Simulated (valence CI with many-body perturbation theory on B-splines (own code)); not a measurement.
**Pb⁺: key properties**

Computed by relativistic CI+MBPT: three valence electrons over a frozen Dirac-Fock core [Xe] 4f14 5d10, a basis of 11 s, 11 p, 9 d, 7 f, 5 g, 2 h, 1 i functions for each j, with the one-electron correlation potential Σ1, the two-electron term Σ2, the three-electron term Σ3, Breit, model QED; selected CI, second order for the rest (own B-spline code, finite nucleus).

Against 15 measured levels this calculation errs by 201 cm⁻¹ on average and by 622 at most. These come from a selection out of the NIST Handbook of Basic Atomic Spectroscopic Data. Levels without a partner in it may be off by more.

Names give the largest LS component (configuration and term), which can be under half, so a name can repeat, a term be missing and a line seem to break the LS rules; names also repeat where a configuration has a term twice.

Rates and lifetimes use the calculated energies. Strong lines usually hold to 10 to 20 %, long lifetimes can be off by a factor of two.

(1) What is the ground level?

(2) How is the term 2P° of the ground level split?

(3) What is the ionisation energy?

(4) Where does the other parity begin?

(5) Among levels below 12.640 eV, which E1 lines absorb most strongly from the ground level?

## Answers

(1) 6s2.6p 2P°_1/2, composition 97 % 6s2.6p 2P°, g = 0.666.

(2) J = 1/2 at 0.000, J = 3/2 at 1.786 eV.

(3) 15.02 eV; NIST lists 15.0325 eV (measured).

(4) At 6s.6p2 4P_1/2, 7.103 eV.

(5) to 6s.6p2 2D_3/2 at 120.3 nm, f = 0.886; to 6s.6p2 2P_1/2 at 112.7 nm, f = 0.605; to 6s2.7d 2D_3/2 at 105.9 nm, f = 0.303.
